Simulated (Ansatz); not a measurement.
The cluster Cu₃Sn₂⁺, relaxed as a singlet with RKS PBE-D4/def2-SVP in Ansatz, starting from the GFN1-xTB geometry. Force threshold 0.02 eV/Å.

In the def2 sets Sn takes a core potential; there is no spin–orbit coupling. The relaxation made no stability test and no search for a lower SCF solution. No other spin state of charge 1 was run. The structure comes from a short search, and lower isomers may exist.

Start:

Cartesian coordinates in Å:
```
Cu 0.5052 -0.3396 -1.6162
Cu -0.1479 0.9596 1.4282
Cu -1.1336 1.2103 -0.7612
Sn 1.8237 -0.7259 0.7028
Sn -1.0474 -1.1045 0.2465
```

```
step   energy (eV)  largest force component (eV/Å)  SCF passes
   1  -145543.4647                           0.656          24
   2  -145543.5065                           0.402          30
   3  -145543.5234                           0.108          25
   4  -145543.5264                           0.088          24
   5  -145543.5295                           0.045          24
   6  -145543.5723                           0.331          30
   7  -145543.6414                           0.412          28
   8  -145543.6952                           0.228          28
   9  -145543.7114                           0.136          23
  10  -145543.7174                           0.047          23
  11  -145543.7180                           0.013          24
```

Force components are those of the run's own axes.

End:

Cartesian coordinates in Å:
```
Cu 0.364 -0.712 -1.768
Cu -0.388 0.783 1.733
Cu -0.453 1.270 -0.640
Sn 1.694 -0.116 0.414
Sn -1.217 -1.225 0.261
```

Bonds formed: Cu3–Sn4 (atoms count from 1). The end is the same structure that another start reached, the lowest one found.

No frequencies were taken in this run, so the end may be a saddle point.

It took 27 s on 4 threads of Arm Neoverse V1 on a shared host.
